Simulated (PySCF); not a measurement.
# Magnetic susceptibility: `InChI=1S/H10NP3Si3/c1-7-3-5-2-6-4-7/h2-4,7H,1,5-6H2`

Molfile (atoms numbered from 1):
```
H10NP3Si3
     RDKit          3D

 17 17  0  0  0  0  0  0  0  0999 V2000
    3.1242   -0.6514   -0.0749 N   0  0  0  0  0  0  0  0  0  0  0  0
    1.4530   -0.2790   -0.2575 Si  0  0  0  0  0  4  0  0  0  0  0  0
    0.3899   -1.7531    1.0644 P   0  0  0  0  0  0  0  0  0  0  0  0
   -1.7285   -1.4173    0.4387 Si  0  0  0  0  0  4  0  0  0  0  0  0
   -2.3572    0.5954    1.1917 P   0  0  0  0  0  0  0  0  0  0  0  0
   -1.1976    1.9722   -0.1410 Si  0  0  0  0  0  4  0  0  0  0  0  0
    0.9596    1.8186    0.4255 P   0  0  0  0  0  0  0  0  0  0  0  0
    3.4214   -1.1579    0.7444 H   0  0  0  0  0  0  0  0  0  0  0  0
    3.8158    0.0348   -0.3304 H   0  0  0  0  0  0  0  0  0  0  0  0
    1.1803   -0.4570   -1.6976 H   0  0  0  0  0  0  0  0  0  0  0  0
    0.5939   -2.8181    0.2168 H   0  0  0  0  0  0  0  0  0  0  0  0
   -1.9376   -1.5799   -1.0126 H   0  0  0  0  0  0  0  0  0  0  0  0
   -2.5566   -2.4138    1.1250 H   0  0  0  0  0  0  0  0  0  0  0  0
   -3.5082    0.6459    0.4375 H   0  0  0  0  0  0  0  0  0  0  0  0
   -1.6402    3.3373    0.1608 H   0  0  0  0  0  0  0  0  0  0  0  0
   -1.4462    1.7224   -1.5737 H   0  0  0  0  0  0  0  0  0  0  0  0
    1.4270    2.4130   -0.7270 H   0  0  0  0  0  0  0  0  0  0  0  0
  1  2  1  0
  2  3  1  0
  3  4  1  0
  4  5  1  0
  5  6  1  0
  6  7  1  0
  7  2  1  0
  1  8  1  0
  1  9  1  0
  2 10  1  0
  3 11  1  0
  4 12  1  0
  4 13  1  0
  5 14  1  0
  6 15  1  0
  6 16  1  0
  7 17  1  0
M  END
```

Computed with GIAO B3LYP/pcSseg-1 magnetisability, rotational g tensor and spin-rotation constants, non-relativistic, gas phase (PySCF). Geometry: GFN2-xTB.

Q: How diamagnetic is it, and how anisotropic?

A: Isotropic -2128 × 10⁻³⁰ J/T², or -128.2 × 10⁻⁶ cm³/mol; principal values -2210, -2136, -2038 × 10⁻³⁰ J/T², anisotropy 149 × 10⁻³⁰ J/T² (root of half the summed squared differences of the principal values). The susceptibility is in cgs units.

Q: Split it along the inertial axes a, b, c into diamagnetic and paramagnetic parts about the centre of mass, with the quadrupole moment.

A: 
```tsv
axis	χ (10⁻⁶ cm³/mol)	diamagnetic (10⁻⁶ cm³/mol)	paramagnetic (10⁻⁶ cm³/mol)	summed x² of all electrons (Å²)	quadrupole Θ (D Å)
a	-132.7	-1246.2	1113.5	343.6	+8.75
b	-128.6	-1671.8	1543.2	243.3	+1.44
c	-123.2	-2490.1	2366.9	50.4	-10.19
```
Anisotropies 2χaa − χbb − χcc = -13.5 and 2χbb − χaa − χcc = -1.2 × 10⁻⁶ cm³/mol. Θ is traceless in Buckingham's convention.

Q: And the rotational g tensor?

A: 
| axis | rotational constant (GHz) | g | nuclear part | electronic part |
| --- | --- | --- | --- | --- |
| a | 1.0854 | -0.0173 | 0.5505 | -0.5678 |
| b | 0.7784 | -0.0123 | 0.5520 | -0.5643 |
| c | 0.4965 | -0.0075 | 0.5446 | -0.5521 |

Asymmetric top; isotopes 1H, 14N, 31P, 28Si; no vibrational averaging.
